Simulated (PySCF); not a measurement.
**Löwdin shares of the frontier orbitals**

Compound: C6H8ClF.
Z-matrix (Å and degrees, GFN2-xTB geometry), rows numbered from 1:
```
C 
C   1  1.5205
C   2  1.5464  1  116.47
C   3  1.5368  2   89.66  1  -123.03
Cl  4  1.7840  3  115.75  2   122.59
C   4  1.4979  3   89.08  2     5.23
C   6  1.3175  2  135.22  1   -51.22
F   7  1.3442  6  122.09  2    -4.58
H   1  1.0877  2  110.11  3   -68.84
H   1  1.0876  2  110.36  3    51.36
H   1  1.0872  2  110.12  3   171.13
H   2  1.0924  1  109.86  3   130.14
H   3  1.0869  2  112.97  1    -8.14
H   3  1.0871  2  116.12  1   119.49
H   4  1.0905  3  115.49  2  -112.34
H   7  1.0805  6  125.48  2   175.52
```

Theory: TDDFT B3LYP/def2-SVPD, vertical, gas phase, core orbitals frozen in the response (PySCF 2.14.0, density-fitted response routines).

Frontier orbitals with the atoms that hold most of them (Löwdin shares over 4%, at most four atoms; ? is withheld):

```
orbital  ε (eV)                             atoms
 LUMO+2    0.63  Cl5 20%, C7 11%, F8 10%, H15 10%
 LUMO+1    0.33    Cl5 16%, C4 10%, C3 9%, H12 8%
   LUMO   -0.82   C7 23%, C6 19%, Cl5 17%, C4 12%
   HOMO       ?                                 ?
 HOMO-1   -8.10                                 ?
 HOMO-2   -8.30     Cl5 69%, C4 11%, C6 6%, C3 5%
 HOMO-3   -9.28    C2 21%, C3 19%, C6 13%, C1 12%
```

Task: Which atoms hold the HOMO, and with what shares?

Result: C6 (bonded to 3 C) 31%; C7 (bonded to C, F and H) 29%; F8 (bonded to C) 14%; Cl5 (bonded to C) 8%. By element: carbon 59% or more, fluorine 14%, chlorine 8%.

Task: Which atoms hold the HOMO-1, and with what shares?

Result: Cl5 (bonded to C) 63%; C4 (bonded to 2 C, Cl and H) 11%; C3 (bonded to 2 C and 2 H) 6%; C2 (bonded to 3 C and H) 5%. By element: chlorine 63%, carbon 23% or more.

Task: What is the HOMO energy, and the HOMO–LUMO gap?

Result: ε(HOMO) = -7.20 eV; the gap is 6.39 eV (0.2347 hartree).

Task: The HOMO–LUMO gap is 6.39 eV. Where does the response calculation put the lowest singlet, and from which orbitals?

Result: S1 is at 6.02 eV (f = 0.142), 0.37 eV below the gap, made of HOMO→LUMO (80%), HOMO-2→LUMO (14%). Without the coupling terms of the response equations the lowest excitation would equal the gap.

Task: One configuration dominates each of S1, S2, S3, S4 and S8. Which, and how do the shares of the two leading atoms of either orbital change from the occupied to the empty one?

Result: 
- S1 (6.02 eV, f 0.142), HOMO→LUMO (80%): C6 31% → 19%, C7 29% → 23%
- S2 (6.19 eV, f 0.0046), HOMO-1→LUMO (97%): Cl5 63% → 17%, C4 11% → 12%, C7 at most 6% → 23%, C6 at most 6% → 19%
- S3 (6.48 eV, f 0.040), HOMO-2→LUMO (78%): Cl5 69% → 17%, C4 11% → 12%, C7 at most 6% → 23%, C6 6% → 19%
- S4 (6.62 eV, f 0.0076), HOMO→LUMO+1 (90%): C6 31% → at most 9%, C7 29% → at most 9%, Cl5 8% → 16%, C4 at most 9% → 10%
- S8 (7.47 eV, f 0.0064), HOMO-1→LUMO+1 (75%): Cl5 63% → 16%, C4 11% → 10%

Löwdin shares depend on the basis, the more so with diffuse functions.
